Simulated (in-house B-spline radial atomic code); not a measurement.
**The xenon ion Xe³⁺: [Kr] 4d10 5s2 (5p1/2)1 (5p3/2)1 (5f7/2)1 (an excited or competing configuration)**

Method: Dirac-Hartree-Fock, average of the jj configuration, Fermi nucleus of rms radius 4.7859 fm. Calculated with an all-electron radial atomic-structure program (B-spline basis).

Screening seen three ways: the hydrogenic charge with the same mean radius, Z_r = [3n² - l(l+1)]/(2<r>), the one with the same energy, Z_e = n√(-2ε), and Slater's rules. Values are occupation-weighted means over j. An effective charge above Z reflects the relativistic contraction of the inner shells.

```tsv
shell	electrons	ε (eV)	<r> (bohr)	Z_r	Z_e	Slater
1s	2	-34797	0.02665	56.28	50.57	53.70
2s	2	-5550	0.114	52.62	40.39	49.85
2p	6	-4984.8	0.1001	49.93	38.28	49.85
3s	2	-1210.6	0.3046	44.32	28.30	42.75
3p	6	-1022.5	0.3028	41.29	26.01	42.75
3d	10	-740.42	0.28	37.51	22.13	32.85
4s	2	-269.02	0.7168	33.48	17.79	26.25
4p	6	-206.54	0.7648	30.07	15.58	26.25
4d	10	-112.04	0.8702	24.13	11.48	14.85
5s	2	-60.581	1.747	21.47	10.55	9.65
5p	2	-47.291	1.966	18.56	9.32	9.65
5f	1	-11.304	5.398	5.84	4.56	4.00
```

The least bound orbital is 5f7/2 at -11.3 eV, and it is also the most diffuse (<r> = 5.398 bohr).

For the 1s electron the small component carries 3.96 % of the norm, the zero-frequency Breit interaction raises the level by 86.87 eV, self-energy by 49.96 eV, and vacuum polarisation lowers it by 7 eV.
